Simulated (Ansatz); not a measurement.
Basis-set extrapolation for H7N3OSi, SMILES `N[Si](N)(N)O` (PBE0-D4/def2-TZVP geometry, frozen core, Ansatz 0.2.0). Multiplicity 1, RHF reference.

|  | def2-TZVPP | def2-QZVPP |
| --- | --- | --- |
| HF | -531.516802 | -531.538919 |
| MP2 correlation | -1.005577 | -1.082401 |
| CCSD(T) correlation | -1.072603 | not run |

Energies in hartree. Use E(X) = E(∞) + A·exp(−7.88·√X) for Hartree–Fock and E(X) = E(∞) + B·X^(−2.97) for correlation, with X = 3 and 4, and add CCSD(T) minus MP2 of the smaller set to the MP2 limit.

**Question.** What is the CCSD(T) energy at the basis-set limit?

**Answer.** HF limit: -531.538919 + (-0.022117) × 0.13774 = -531.54197. MP2 limit: -1.082401 + (-0.076824) × 0.74074 = -1.13931. Higher-order term: -1.072603 − (-1.005577) = -0.06703. Total: -532.74831 hartree, 417.2 kJ/mol below CCSD(T)/def2-TZVPP.
